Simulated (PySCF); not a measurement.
# Reading the logs of faulty runs: BCH5NSi cation

All numbers below are calculated, not measured. The program is PySCF 2.14.0, an open-source quantum chemistry code, run on an isolated molecule that a program drew, which may never have been made. The molecule is BCH5NSi cation (charge +1, singlet), drawn as the SMILES string `B=N[SiH+]C`.

Each row is a Hartree-Fock (HF) and frozen-core CCSD(T) single point in the cc-pV(D+d)Z basis, meant for a local HF minimum. Run 1 is clean. Each other run has one planted mistake out of seven kinds, and not every kind appears here: one electron removed, one electron added, multiplicity raised by two, geometry at a saddle point, minimal basis STO-3G, one bond length entered in bohr, all coordinates scaled. The reference is restricted for singlets and unrestricted otherwise, and also for a bond in bohr. Adding or removing an electron swaps singlet and doublet. Electrons count all cores. HOMO and LUMO are orbital energies over both spins, the gradient is its largest component, and the lowest frequency (negative if imaginary) is given only where the gradient is small. Bond lengths are over the 8 bonds as drawn. T1 is the CCSD diagnostic: over 0.02 (restricted) or 0.045 (unrestricted) a single reference is doubtful.

Geometry of the clean run:
```xyz
9
BCH5NSi cation, angstrom
B    -4.6205   -1.4750   -1.3663
N    -3.4252   -1.0521   -1.3626
Si   -1.8926   -0.5320   -1.4224
C    -1.0511    0.2902   -0.0252
H    -5.7231   -1.8630   -1.3644
H    -1.1657   -0.7445   -2.6708
H    -0.1647   -0.2921    0.2487
H    -0.6993    1.2751   -0.3499
H    -1.7039    0.3973    0.8404
```

```
run,electrons,basis functions,<S^2>,HOMO (eV),LUMO (eV),gradient (hartree/bohr),lowest frequency (cm^-1),mean bond (Å),longest bond (Å),T1,HF (hartree),CCSD(T) (hartree),mistake
1,36,90,0.000,-17.19,-4.19,2.4e-05,68,1.3279,1.827,0.0142,-408.65285,-409.15714,no fault
2,37,90,0.800,-5.69,2.87,7.0e-02,-,1.3279,1.827,0.0181,-408.83351,-409.36343,one electron added
3,36,90,2.025,-11.47,-7.69,1.0e-01,-,1.3279,1.827,0.0507,-408.48487,-408.97488,multiplicity raised by two
4,36,29,0.000,-15.46,-1.90,5.6e-02,-,1.3279,1.827,0.0174,-403.89227,-404.13559,minimal basis STO-3G
5,36,90,0.000,-16.45,-4.40,7.0e-02,-,1.4208,1.954,0.0171,-408.61025,-409.13242,?
6,35,90,0.760,-23.85,-13.65,1.1e-01,-,1.3279,1.827,0.0444,-408.09023,-408.55013,?
```

**Which mistake was planted in run 5, and what did it cost?**

The mean and the longest bond both change by the same factor, 1.070, and the gradient is no longer small. So the mistake is: all coordinates scaled. Subtracting run 1 and multiplying by 627.51 kcal/mol a hartree, the energy moved by 26.7 kcal/mol in HF and 15.5 kcal/mol in CCSD(T).

**Which mistake was planted in run 6, and what did it cost?**

It counts 35 electrons, one fewer than the clean run, at the same geometry and basis. So the mistake is: one electron removed. Subtracting run 1 and multiplying by 627.51 kcal/mol a hartree, the energy moved by 353.0 kcal/mol in HF and 380.9 kcal/mol in CCSD(T).

Cautions from the logs. Run 3: T1 is over the limit, so its CCSD(T) energy is less reliable.
